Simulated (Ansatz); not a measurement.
The cluster Ga2S3. Total charge 0; singlet. Geometry B3LYP-D4/def2-SVP.

Cartesian coordinates in Å:
```
Ga -1.116 -0.530 -1.124
Ga 1.395 0.498 0.773
S 1.779 1.074 2.675
S 1.042 -0.119 -1.315
S -3.099 -0.924 -1.009
```

The 6-31G sets use Cartesian d functions. The structure comes from a short search, and lower isomers may exist.

(1) Estimate the orbital energies around the gap (eV) in Ansatz with HF/6-31G, PBE-D4/def2-TZVP, PBE-D4/def2-TZVPD, r2SCAN-D4/def2-TZVPD, PBE0-D4/def2-TZVPD.

Answers

(1) 
```csv
orbital,HF/6-31G,PBE-D4/def2-TZVP,PBE-D4/def2-TZVPD,r2SCAN-D4/def2-TZVPD,PBE0-D4/def2-TZVPD
HOMO−9,-25.01,-16.80,-16.84,-17.53,-18.98
HOMO−8,-16.24,-11.51,-11.54,-11.93,-12.93
HOMO−7,-14.93,-10.66,-10.69,-11.02,-12.01
HOMO−6,-12.88,-8.65,-8.69,-8.99,-9.77
HOMO−5,-12.27,-8.64,-8.67,-8.98,-9.76
HOMO−4,-12.26,-8.32,-8.35,-8.71,-9.69
HOMO−3,-10.31,-6.63,-6.66,-6.91,-7.72
HOMO−2,-10.29,-6.54,-6.57,-6.83,-7.65
HOMO−1,-10.18,-6.49,-6.52,-6.77,-7.57
HOMO,-10.14,-6.41,-6.44,-6.69,-7.52
LUMO,-0.68,-3.72,-3.78,-3.61,-3.03
LUMO+1,-0.09,-3.23,-3.28,-3.19,-2.65
LUMO+2,0.77,-2.95,-3.00,-2.83,-2.13
LUMO+3,0.96,-2.35,-2.40,-2.25,-1.70
LUMO+4,1.01,-2.19,-2.24,-2.06,-1.55
LUMO+5,1.73,-1.38,-1.48,-1.22,-0.75
```
